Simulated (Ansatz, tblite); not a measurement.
Two members of one family (Same ligands, another metal), computed with Ansatz in the gas phase. HOMO and LUMO are taken over both spins. Singlets are spin-restricted. The spins of the ions were chosen, not always searched. Names give formal oxidation states. A dash marks a value that wasn't run or was left out as unsound. The structures are stationary points that may keep the symmetry of their start. Remarks come from the PBE and PBE0 runs and from stability tests at other levels; not every state was tested. HOMO above LUMO (over both spins in singlets and doublets, within one spin in higher multiplets; at PBE or PBE0), or a gap under 0.15 eV within one spin, warns that the state may not be the lowest or that an electron is smeared out.

First: mer-VF3(H2O)3 (triplet, charge 0, r2SCAN-D4/def2-SVP geometry; oxidised ion doublet).

Cartesian coordinates in Å:
```
V 0.101 0.284 0.046
F -1.395 0.741 -0.888
F 1.276 -0.932 0.843
F 0.669 1.855 0.706
O -0.458 -1.668 -0.810
H -1.405 -1.837 -0.707
H 0.023 -2.255 -0.203
O 1.039 0.827 -1.782
H 1.410 1.693 -1.542
H 0.186 1.038 -2.209
O -0.793 -0.044 1.966
H -0.668 0.836 2.361
H 0.015 -0.540 2.218
```

| level | HOMO (eV) | LUMO (eV) | gap (eV) | vertical IE (eV) |
| --- | --- | --- | --- | --- |
| PBE-D4/def2-TZVP | -3.68 | -2.72 | 0.96 | 7.55 |
| r2SCAN-D4/def2-TZVP | -4.40 | -2.69 | 1.72 | 8.05 |
| r2SCAN-D4/def2-TZVPD | -4.43 | -2.71 | 1.72 | – |
| PBE0-D4/def2-TZVP | -6.43 | -1.48 | 4.94 | 8.60 |
| PBE0-D4/def2-TZVPD | -6.45 | -1.51 | 4.94 | – |

Metal–donor distances: 3 × F 1.80 to 1.87 Å, 3 × O 2.12 to 2.20 Å. Remarks: HOMO above LUMO (singlet), restricted SCF unstable (singlet).

Second: mer-CoF3(H2O)3 (singlet, charge 0, r2SCAN-D4/def2-SVP geometry).

Cartesian coordinates in Å:
```
Co -0.0537 0.1685 -0.0575
F -1.7302 0.5440 0.4873
F 1.6277 -0.4400 -0.5371
F 0.3973 1.8917 -0.1182
O -0.4015 -1.7635 -0.0587
H -0.5646 -2.0718 0.8456
H 0.5409 -1.9561 -0.2684
O -0.8673 0.4491 -1.7751
H -0.5096 1.3536 -1.8948
H -1.7207 0.6087 -1.2895
O 0.8109 0.1410 1.6755
H 0.8092 1.1132 1.7954
H 1.6617 -0.0384 1.1954
```

Estimate how these quantities change from the first to the second (second minus first).


```json
{"level": "PBE-D4/def2-TZVP", "Δ HOMO (eV)": "-1.70", "Δ LUMO (eV)": "-1.27", "Δ gap (eV)": "0.43", "Δ vertical IE (eV)": "1.50"}
{"level": "r2SCAN-D4/def2-TZVP", "Δ HOMO (eV)": "-1.77", "Δ LUMO (eV)": "-1.20", "Δ gap (eV)": "0.57", "Δ vertical IE (eV)": "1.43"}
{"level": "r2SCAN-D4/def2-TZVPD", "Δ HOMO (eV)": "-1.80", "Δ LUMO (eV)": "-1.23", "Δ gap (eV)": "0.58", "Δ vertical IE (eV)": "–"}
{"level": "PBE0-D4/def2-TZVP", "Δ HOMO (eV)": "-2.11", "Δ LUMO (eV)": "-1.32", "Δ gap (eV)": "0.79", "Δ vertical IE (eV)": "1.61"}
{"level": "PBE0-D4/def2-TZVPD", "Δ HOMO (eV)": "-2.15", "Δ LUMO (eV)": "-1.35", "Δ gap (eV)": "0.80", "Δ vertical IE (eV)": "–"}
```

Metal–donor distances: 3 × F 1.78 to 1.85 Å, 3 × O 1.92 to 1.96 Å. The relaxed triplet lies at 0.02 eV (PBE0-D4/def2-TZVP) to 0.24 eV (PBE-D4/def2-TZVP) from the singlet, nearly a tie at some levels. The relaxed quintet lies at -0.40 eV (PBE0-D4/def2-TZVP) to 0.14 eV (PBE-D4/def2-TZVP) from the singlet, so the order hangs on the level. Remarks: quintet lower at PBE0.
